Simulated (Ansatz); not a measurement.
Basis-set extrapolation for C$_{2}$H$_{9}$ClSi$_{2}$, SMILES `C[SiH2][SiH](C)Cl` (PBE0-D4/def2-TZVP geometry, frozen core, Ansatz 0.2.0). Multiplicity 1, RHF reference.

```tsv
	def2-TZVPP	def2-QZVPP
HF	-1118.480942	-1118.515440
MP2 correlation	-0.795926	-0.857002
CCSD(T) correlation	-0.905699	not run
```

Energies in hartree. Use E(X) = E(∞) + A·exp(−7.88·√X) for Hartree–Fock and E(X) = E(∞) + B·X^(−2.97) for correlation, with X = 3 and 4, and add CCSD(T) minus MP2 of the smaller set to the MP2 limit.

Question: What is the CCSD(T) energy at the basis-set limit?

Answer: HF limit: -1118.515440 + (-0.034498) × 0.13774 = -1118.52019. MP2 limit: -0.857002 + (-0.061076) × 0.74074 = -0.90224. Higher-order term: -0.905699 − (-0.795926) = -0.10977. Total: -1119.53220 hartree, 382.2 kJ/mol below CCSD(T)/def2-TZVPP.
